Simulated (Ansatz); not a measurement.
Consider the formal exchange of groups at the Al–C bond: `[CH3][Al]1[CH]=[CH]1` + GeH₄ → `[GeH3][Al]1[CH]=[CH]1` + CH₄.

Isolated molecules relaxed with PBE0-D4/def2-TZVP in Ansatz; ΔE leaves out vibrations. CBS: MP2 limit from def2 TZ/QZ plus the TZ coupled-cluster correction, frozen cores. This one scheme is used for every species. DFT in def2-TZVPP. B3LYP here is the variant with VWN-RPA as its local correlation; programs differ in this. HSE06 is defined as in plane-wave codes. For Ge outer-core shells are correlated without core-valence functions, which leaves a few kJ/mol of doubt a bond. Scalar relativity is left out up to krypton.

```json
{"level": "LDA (SPW92)", "ΔE (kJ/mol)": "-42.7", "difference from CCSD(T)/CBS": "-0.5"}
{"level": "PBE-D4", "ΔE (kJ/mol)": "-47.5", "difference from CCSD(T)/CBS": "-5.3"}
{"level": "revPBE-D4", "ΔE (kJ/mol)": "-45.8", "difference from CCSD(T)/CBS": "-3.6"}
{"level": "BLYP-D4", "ΔE (kJ/mol)": "-42.7", "difference from CCSD(T)/CBS": "-0.5"}
{"level": "r2SCAN-D4", "ΔE (kJ/mol)": "-42.9", "difference from CCSD(T)/CBS": "-0.7"}
{"level": "B97M-V", "ΔE (kJ/mol)": "-35.2", "difference from CCSD(T)/CBS": "7.0"}
{"level": "PBE0-D4", "ΔE (kJ/mol)": "-45.6", "difference from CCSD(T)/CBS": "-3.4"}
{"level": "B3LYP-D4", "ΔE (kJ/mol)": "-41.7", "difference from CCSD(T)/CBS": "0.5"}
{"level": "r2SCAN0-D4", "ΔE (kJ/mol)": "-42.3", "difference from CCSD(T)/CBS": "-0.1"}
{"level": "BHLYP-D4", "ΔE (kJ/mol)": "-40.7", "difference from CCSD(T)/CBS": "1.5"}
{"level": "CAM-B3LYP-D4", "ΔE (kJ/mol)": "-36.2", "difference from CCSD(T)/CBS": "6.0"}
{"level": "B2PLYP", "ΔE (kJ/mol)": "-40.2", "difference from CCSD(T)/CBS": "2.0"}
{"level": "PBE-QIDH", "ΔE (kJ/mol)": "-42.3", "difference from CCSD(T)/CBS": "-0.1"}
{"level": "PBE", "ΔE (kJ/mol)": "-47.1", "difference from CCSD(T)/CBS": "-4.9"}
{"level": "revPBE", "ΔE (kJ/mol)": "-47.6", "difference from CCSD(T)/CBS": "-5.4"}
{"level": "BLYP", "ΔE (kJ/mol)": "-42.5", "difference from CCSD(T)/CBS": "-0.3"}
{"level": "r2SCAN", "ΔE (kJ/mol)": "-42.8", "difference from CCSD(T)/CBS": "-0.6"}
{"level": "PBE0", "ΔE (kJ/mol)": "-45.1", "difference from CCSD(T)/CBS": "-2.9"}
{"level": "B3LYP", "ΔE (kJ/mol)": "-40.9", "difference from CCSD(T)/CBS": "1.3"}
{"level": "r2SCANh", "ΔE (kJ/mol)": "-42.4", "difference from CCSD(T)/CBS": "-0.2"}
{"level": "r2SCAN0", "ΔE (kJ/mol)": "-42.0", "difference from CCSD(T)/CBS": "0.2"}
{"level": "HSE06", "ΔE (kJ/mol)": "-45.3", "difference from CCSD(T)/CBS": "-3.1"}
{"level": "BHLYP", "ΔE (kJ/mol)": "-38.5", "difference from CCSD(T)/CBS": "3.7"}
{"level": "CAM-B3LYP", "ΔE (kJ/mol)": "-35.4", "difference from CCSD(T)/CBS": "6.8"}
{"level": "LC-ωPBE", "ΔE (kJ/mol)": "-36.2", "difference from CCSD(T)/CBS": "6.0"}
{"level": "RPA@PBE/def2-TZVPP", "ΔE (kJ/mol)": "-41.5", "difference from CCSD(T)/CBS": "0.7"}
{"level": "HF/def2-SVP", "ΔE (kJ/mol)": "-35.0", "difference from CCSD(T)/CBS": "7.2"}
{"level": "CCSD/def2-SVP", "ΔE (kJ/mol)": "-39.7", "difference from CCSD(T)/CBS": "2.5"}
{"level": "CCSD(T)/def2-SVP", "ΔE (kJ/mol)": "-40.9", "difference from CCSD(T)/CBS": "1.3"}
{"level": "HF/def2-TZVPP", "ΔE (kJ/mol)": "-36.3", "difference from CCSD(T)/CBS": "5.9"}
{"level": "MP2/def2-TZVPP", "ΔE (kJ/mol)": "-39.5", "difference from CCSD(T)/CBS": "2.7"}
{"level": "SCS-MP2/def2-TZVPP", "ΔE (kJ/mol)": "-38.6", "difference from CCSD(T)/CBS": "3.6"}
{"level": "CCSD/def2-TZVPP", "ΔE (kJ/mol)": "-41.0", "difference from CCSD(T)/CBS": "1.2"}
{"level": "CCSD(T)/def2-TZVPP", "ΔE (kJ/mol)": "-42.1", "difference from CCSD(T)/CBS": "0.1"}
{"level": "HF/def2-QZVPP", "ΔE (kJ/mol)": "-35.1", "difference from CCSD(T)/CBS": "7.1"}
{"level": "MP2/def2-QZVPP", "ΔE (kJ/mol)": "-39.1", "difference from CCSD(T)/CBS": "3.1"}
{"level": "SCS-MP2/def2-QZVPP", "ΔE (kJ/mol)": "-37.7", "difference from CCSD(T)/CBS": "4.5"}
{"level": "HF/CBS(def2)", "ΔE (kJ/mol)": "-34.9", "difference from CCSD(T)/CBS": "7.3"}
{"level": "MP2/CBS(def2)", "ΔE (kJ/mol)": "-39.6", "difference from CCSD(T)/CBS": "2.6"}
{"level": "CCSD/CBS(def2)", "ΔE (kJ/mol)": "-41.0", "difference from CCSD(T)/CBS": "1.2"}
{"level": "CCSD(T)/CBS", "ΔE (kJ/mol)": "-42.2", "difference from CCSD(T)/CBS": "0"}
```

Largest T1 diagnostic among the species: 0.013.

In def2-TZVPP, CCSD(T) changes the Hartree–Fock value by −5.8 kJ/mol (the triples alone add −1.1 kJ/mol) and MP2 by −3.2 kJ/mol. From BLYP to BHLYP (50 % exact exchange), in def2-TZVPP and without D4, ΔE moves by +4.0 kJ/mol. Leaving LDA and LC-ωPBE aside and taking each functional with its dispersion term where it has one, the values, not all of them listed here, spread over 12.5 kJ/mol, from PBE-D4 to ωB97M-V. LDA lies +4.4 kJ/mol from PBE without D4.
